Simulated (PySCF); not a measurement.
## Ionisation energy of Br¹⁶⁺ by level of theory

Br¹⁶⁺ [Ar] 3d1 (2D) → Br¹⁷⁺ [Ar] (1S), as a difference of total energies. Computed with PySCF 2.14 in an even-tempered Gaussian basis (19 s from 1.2 bohr⁻², ratio 2.5; 12 p from 1.6 bohr⁻², ratio 2.5; 8 d from 1.6 bohr⁻², ratio 2.5; 4 f from 5.5 bohr⁻², ratio 2.7; 4 g from 8.3 bohr⁻², ratio 2.7), with scalar relativity by spin-free X2C-1e. Correlated levels: outer shells: [Ne] frozen; virtual orbitals above 40 to 60 times the deepest correlated orbital energy dropped. The calculations carry no spin-orbit coupling.

```tsv
method	ionisation energy (eV)
UHF	576.25
MP2 (outer shells)	576.52
SCS-MP2 (outer shells)	576.48
CCSD (outer shells)	576.42
CCSD(T) (outer shells)	576.41
```

Breit and QED terms and the two-electron picture change are absent.

The reference lies between the lowest fine-structure levels, while these numbers refer to the centres of the terms.

For comparison: 577 ± 3 eV (theoretical estimate listed by NIST; NIST Atomic Spectra Database, ionization energies).
